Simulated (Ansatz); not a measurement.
Mulliken charges of C2H3GaS (`C=[C]1[S][GaH]1`) from r2SCAN/def2-TZVPP in Ansatz (PBE0-D4/def2-TZVP geometry).

| atom | x (Å) | y (Å) | z (Å) | charge (e) |
| --- | --- | --- | --- | --- |
| C1 | -0.059 | 1.118 | 0.886 | -0.186 |
| C2 | -0.100 | 0.011 | 0.164 | -0.039 |
| S3 | -1.008 | -1.535 | 0.374 | -0.217 |
| Ga4 | 0.372 | -1.098 | -1.294 | 0.193 |
| H5 | 0.563 | 1.954 | 0.585 | 0.085 |
| H6 | -0.641 | 1.228 | 1.798 | 0.085 |
| H7 | 0.935 | -1.747 | -2.559 | 0.081 |

Problem. By hand: the dipole of these point charges (1 e Å = 4.8032 D).

Solution. Σ q r = (0.375, 0.042, -0.507) e Å, of length 0.632 e Å = 3.04 D.

Problem. How does the dipole of the full density compare? (Best estimate.)

Solution. The calculation gave: (0.310, 0.045, -0.412) e Å, 2.49 D; the point charges give 1.22 times that, at 1° from its direction.

Point charges leave out the atoms' own dipoles, such as those of lone pairs, and Mulliken's split depends on the basis, so the two needn't agree.
